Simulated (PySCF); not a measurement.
Species: C4H6FNSi2.
Numbering: `[CH3:1][C:2]1=[C:3]([F:4])[SiH2:5][Si@H:6]1[C:7]#[N:8]` (hydrogens: H9, H10, H11 on C1; H12, H13 on Si5; H14 on Si6)

Geometry (GFN2-xTB, Å), atoms numbered from 1 in this order:
```xyz
14
C4H6FNSi2 angstrom
C      1.1884    0.5393   -1.6133
C      0.2988   -0.0629   -0.5866
C      0.2494   -1.3477   -0.2005
F      1.0387   -2.3180   -0.7214
Si    -1.0770   -1.5243    1.1570
Si    -1.0479    0.7303    0.5086
C     -0.2732    1.9814    1.6600
N      0.1943    2.7264    2.3955
H      0.5934    1.0029   -2.4003
H      1.8408   -0.2108   -2.0584
H      1.8014    1.3195   -1.1612
H     -2.2028   -2.3789    0.7712
H     -0.5589   -1.9827    2.4471
H     -2.0460    1.5252   -0.2200
```

Theory: TDDFT wB97X-D/def2-SVPD, vertical, gas phase, core orbitals frozen in the response in PySCF 2.14.0, density-fitted response routines.

Transition dipole moments from the ground state, in atomic units and in the frame of the coordinates above (overall signs are arbitrary), for the states with f of 0.002 or more among the lowest 8:

| state | E (eV) | μx | μy | μz |
| --- | --- | --- | --- | --- |
| S1 | 6.183 | 0.043 | 0.198 | -0.020 |
| S2 | 6.428 | -0.112 | 0.236 | 0.257 |
| S3 | 6.493 | -0.083 | -0.270 | 0.008 |
| S5 | 6.727 | 0.120 | -0.464 | -0.002 |
| S6 | 6.835 | 0.370 | 0.394 | -0.167 |
| S7 | 6.974 | -0.249 | 0.113 | -0.207 |
| S8 | 7.017 | 0.091 | -1.052 | -0.283 |

**Question.** Work out the oscillator strengths.

**Answer.** f = (2/3) ΔE |μ|² with ΔE in hartree (27.2114 eV).

| state | \|μ\|² (au) | \|μ\| (D) | f |
| --- | --- | --- | --- |
| S1 | 0.041 | 0.52 | 0.006 |
| S2 | 0.134 | 0.93 | 0.021 |
| S3 | 0.080 | 0.72 | 0.013 |
| S5 | 0.229 | 1.22 | 0.038 |
| S6 | 0.320 | 1.44 | 0.054 |
| S7 | 0.117 | 0.87 | 0.020 |
| S8 | 1.195 | 2.78 | 0.205 |

**Question.** What angle do the transition dipoles of S3 and S8 make?

**Answer.** |cos θ| = |μa·μb| / (|μa| |μb|) = 0.89, so θ ≈ 27° (taken between 0 and 90°, since the signs are arbitrary).

**Question.** What peak molar absorption coefficient would the strongest computed level give as a lone Gaussian band 0.5 eV wide at half height?

**Answer.** ε(max) = 2.175×10⁸ f / FWHM, with the width in cm⁻¹. S8: 2.175×10⁸ × 0.2054 / 4033 ≈ 11000 L mol⁻¹ cm⁻¹.

Hardware: an Arm Neoverse V2 with one thread, shared host. Cost: 62 s wall (grids of density and orbitals included), 0.93 GiB resident at most.
